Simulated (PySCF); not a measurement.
Isomers of C7H13NO, mass 127.100 u with the commonest isotopes. Level of theory: PBE0/pcSseg-1 in PySCF (dipole) on a GFN2-xTB geometry, gas phase. One conformer each, none proved a minimum here; rigid rotors.

**Question.** Order these by out-of-plane moment Σ m c² = (Ia + Ib − Ic)/2, smallest first.
A. `[CH3:1][C:2](=[O:3])[NH:4][CH2:5][CH:6]1[CH2:7][CH2:8][CH2:9]1` with C1–C2–N4–C5 -176°, C2–N4–C5–C6 109°, N4–C5–C6–C7 74°, C5–C6–C7–C8 129°, C6–C7–C8–C9 -10°, C7–C8–C9–C6 10°, C5–C6–C9–C8 -130°
B. `[CH2:1]=[CH:2][CH2:3][NH:4][C:5](=[O:6])[CH:7]([CH3:8])[CH3:9]` with C1–C2–C3–N4 127°, C2–C3–N4–C5 117°, C3–N4–C5–O6 3°, N4–C5–C7–C8 -132°
C. `[CH2:1]=[N:2][C@@H:3]1[CH2:4][CH2:5][CH2:6][C@@H:7]1[O:8][CH3:9]` with C1–N2–C3–C4 -144°, C6–C7–O8–C9 71°, N2–C3–C4–C5 -80°, C3–C4–C5–C6 -15°, C4–C5–C6–C7 -12°, C5–C6–C7–O8 153°

**Answer.** A (24.58 u·Å²), C (39.39 u·Å²), B (47.09 u·Å²).

**Question.** Order these by rotational constant A, smallest first.
A. `[CH2:1]=[N:2][C@@H:3]1[CH2:4][CH2:5][CH2:6][C@@H:7]1[O:8][CH3:9]` with C1–N2–C3–C4 -144°, C6–C7–O8–C9 71°, N2–C3–C4–C5 -80°, C3–C4–C5–C6 -15°, C4–C5–C6–C7 -12°, C5–C6–C7–O8 153°
B. `[CH2:1]=[CH:2][CH2:3][NH:4][C:5](=[O:6])[CH:7]([CH3:8])[CH3:9]` with C1–C2–C3–N4 127°, C2–C3–N4–C5 117°, C3–N4–C5–O6 3°, N4–C5–C7–C8 -132°
C. `[CH3:1][C:2](=[O:3])[NH:4][CH2:5][CH:6]1[CH2:7][CH2:8][CH2:9]1` with C1–C2–N4–C5 -176°, C2–N4–C5–C6 109°, N4–C5–C6–C7 74°, C5–C6–C7–C8 129°, C6–C7–C8–C9 -10°, C7–C8–C9–C6 10°, C5–C6–C9–C8 -130°

**Answer.** A (2021 MHz), B (3813 MHz), C (4329 MHz).

**Question.** Order these by rotational constant C, largest first.
A. `[CH3:1][C:2](=[O:3])[NH:4][CH2:5][CH:6]1[CH2:7][CH2:8][CH2:9]1` with C1–C2–N4–C5 -176°, C2–N4–C5–C6 109°, N4–C5–C6–C7 74°, C5–C6–C7–C8 129°, C6–C7–C8–C9 -10°, C7–C8–C9–C6 10°, C5–C6–C9–C8 -130°
B. `[CH2:1]=[N:2][C@@H:3]1[CH2:4][CH2:5][CH2:6][C@@H:7]1[O:8][CH3:9]` with C1–N2–C3–C4 -144°, C6–C7–O8–C9 71°, N2–C3–C4–C5 -80°, C3–C4–C5–C6 -15°, C4–C5–C6–C7 -12°, C5–C6–C7–O8 153°
C. `[CH2:1]=[CH:2][CH2:3][NH:4][C:5](=[O:6])[CH:7]([CH3:8])[CH3:9]` with C1–C2–C3–N4 127°, C2–C3–N4–C5 117°, C3–N4–C5–O6 3°, N4–C5–C7–C8 -132°

**Answer.** B (1030 MHz), C (686.8 MHz), A (671.0 MHz).

```json
{"SMILES": "C=CCNC(=O)C(C)C", "point group": "C1", "Ia (u·Å²)": "132.54", "Ib (u·Å²)": "697.54", "Ic (u·Å²)": "735.89", "κ": "-0.98", "μa (D)": "0.95", "μb (D)": "2.05", "μc (D)": "2.56"}
{"SMILES": "C=N[C@@H]1CCC[C@@H]1OC", "point group": "C1", "Ia (u·Å²)": "250.02", "Ib (u·Å²)": "319.56", "Ic (u·Å²)": "490.80", "κ": "0.11", "μa (D)": "0.76", "μb (D)": "0.56", "μc (D)": "1.11"}
{"SMILES": "CC(=O)NCC1CCC1", "point group": "C1", "Ia (u·Å²)": "116.74", "Ib (u·Å²)": "685.62", "Ic (u·Å²)": "753.21", "κ": "-0.96", "μa (D)": "1.74", "μb (D)": "3.25", "μc (D)": "0.67"}
```
